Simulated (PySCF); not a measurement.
Working with the constants of CdBr

PBE0 constants of CdBr, ²Σ⁺ (doublet), unpaired electrons σ ↑ (basis Cd cc-pVDZ-PP with ECP28, Br cc-pVDZ-PP with ECP10; scalar-relativistic core potentials; PySCF 2.14; masses 113.9034 and 78.9183 u):

| Quantity | Value |
| --- | --- |
| ωe | 219.5 cm⁻¹ |
| ωexe | 0.785 cm⁻¹ |
| Be | 0.057925 cm⁻¹ |
| αe | 0.000249 cm⁻¹ |
| D (centrifugal) | 1.61e-08 cm⁻¹ |
| De to Cd + Br | 1.63 eV |

Q: Give the vibrational terms G(v) and spacings up to v = 6.

A: G(v) = ωe(v+½) − ωexe(v+½)².

| v | G(v) (cm⁻¹) | G(v) − G(v−1) | Bv (cm⁻¹) |
| --- | --- | --- | --- |
| 0 | 109.6 |  | 0.05780 |
| 1 | 327.5 | 217.9 | 0.05755 |
| 2 | 543.8 | 216.4 | 0.05730 |
| 3 | 758.6 | 214.8 | 0.05705 |
| 4 | 971.9 | 213.2 | 0.05680 |
| 5 | 1183.5 | 211.7 | 0.05656 |
| 6 | 1393.6 | 210.1 | 0.05631 |

Q: How well does the Morse estimate ωe²/(4ωexe) reproduce De, and what is D0?

A: It gives 1.90 eV, 117 % of the computed De. D0 = De − G(0) = 1.63 − 0.01 = 1.62 eV.

Spin–orbit coupling is left out. The state is the lowest determinant that a PBE0 search found; another state may lie lower at other levels.
